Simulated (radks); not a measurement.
Spin polarisation of the 3d5 shell in Fe3+. Start: [Ar] 3d(up 2.5, down 2.5); electrons of 3d are moved from spin down to spin up, other shells keep equal spins. All-electron calculation, scalar-relativistic Kohn-Sham, LDA (Slater exchange, Perdew-Wang correlation), spin-polarised, spherical densities, finite nucleus; Fermi nuclear charge, rms radius of each element as measured or else 0.836 A^(1/3) + 0.57 fm. Program: a radial shooting solver on a logarithmic mesh with Libxc functionals.

moment (Bohr magnetons),E - E(0) (eV),e(3d up) (eV),e(3d down) (eV),3p down minus up (eV),3s down minus up (eV)
0,0.000,-43.518,-43.518,0.000,0.000
1,-0.263,-44.012,-42.961,1.116,1.145
2,-1.052,-44.444,-42.339,2.236,2.294
3,-2.369,-44.815,-41.648,3.362,3.448
4,-4.220,-45.125,-40.886,4.499,4.612
5,-6.610,-45.371,-40.046,5.648,5.786

At moment 5 the spin-polarisation energy is -6.610 eV and the 3d exchange splitting 5.325 eV, that is 1.065 eV per Bohr magneton; E = -I m^2/4 would give I = 1.058 eV.
